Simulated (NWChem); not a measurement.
## A calculation on H2Mg

The numbers come from NWChem runs, not from measurements. The geometry was optimised at PBE0/def2-SVP, a minimum by its harmonic frequencies.

Job file:

```
start mol
memory heap 200 mb stack 900 mb global 1100 mb
geometry "system" units angstroms nocenter noautoz noautosym
  Mg     0.000000     0.000000     0.000000
  H      0.000000     0.000000     1.705283
  H      0.000000     0.000000    -1.705283
end
set geometry "system"
basis spherical
  * library 6-31g*
end
dft
  xc pbe0
  semidirect memsize 60000000 filesize 0
  iterations 100
  convergence energy 1e-10 density 1e-9 gradient 1e-8
  tolerances tight
end
task dft energy
rt_tddft
  tmax 150.0
  dt 0.2
  tag "kick"
  print dipole
  field "kick"
    type delta
    polarization z
    max 0.0001
  end
  excite "system" with "kick"
end
task dft rt_tddft
```

Change of the dipole's z component after the kick, in units of 1e-4 a.u.:

| time (a.u.) | Δμ |
|---|---|
| 0.0 | 0.000 |
| 0.4 | 0.140 |
| 0.8 | 0.308 |
| 1.2 | 0.447 |
| 1.6 | 0.562 |
| 2.0 | 0.666 |
| 2.4 | 0.764 |
| 2.8 | 0.850 |
| 3.2 | 0.916 |
| 3.6 | 0.954 |
| 4.0 | 0.961 |
| 4.4 | 0.936 |
| 4.8 | 0.889 |
| 5.2 | 0.833 |
| 5.6 | 0.778 |
| 6.0 | 0.725 |
| 6.4 | 0.667 |
| 6.8 | 0.597 |
| 7.2 | 0.518 |
| 7.6 | 0.434 |
| 8.0 | 0.355 |
| 8.4 | 0.287 |
| 8.8 | 0.231 |
| 9.2 | 0.182 |
| 9.6 | 0.129 |
| 10.0 | 0.064 |
| 10.4 | -0.010 |
| 10.8 | -0.083 |
| 11.2 | -0.151 |
| 11.6 | -0.220 |
| 12.0 | -0.295 |
| 12.4 | -0.377 |
| 12.8 | -0.458 |
| 13.2 | -0.535 |
| 13.6 | -0.607 |
| 14.0 | -0.678 |
| 14.4 | -0.742 |
| 14.8 | -0.793 |
| 15.4 | -0.831 |
| 15.8 | -0.835 |
| 16.2 | -0.822 |
| 16.6 | -0.795 |
| 17.0 | -0.751 |
| 17.4 | -0.692 |
| 17.8 | -0.618 |
| 18.2 | -0.530 |
| 18.6 | -0.428 |
| 19.0 | -0.317 |
| 19.4 | -0.203 |
| 19.8 | -0.093 |
| 20.2 | 0.010 |
| 20.6 | 0.104 |
| 21.0 | 0.191 |
| 21.4 | 0.276 |
| 21.8 | 0.360 |
| 22.2 | 0.439 |
| 22.6 | 0.502 |
| 23.0 | 0.541 |
| 23.4 | 0.563 |
| 23.8 | 0.582 |
| 24.2 | 0.609 |
| 24.6 | 0.638 |
| 25.0 | 0.656 |
| 25.4 | 0.656 |
| 25.8 | 0.639 |
| 26.2 | 0.612 |
| 26.6 | 0.581 |
| 27.0 | 0.548 |
| 27.4 | 0.515 |
| 27.8 | 0.478 |
| 28.2 | 0.427 |
| 28.6 | 0.357 |
| 29.0 | 0.267 |
| 29.4 | 0.169 |
| 29.8 | 0.077 |
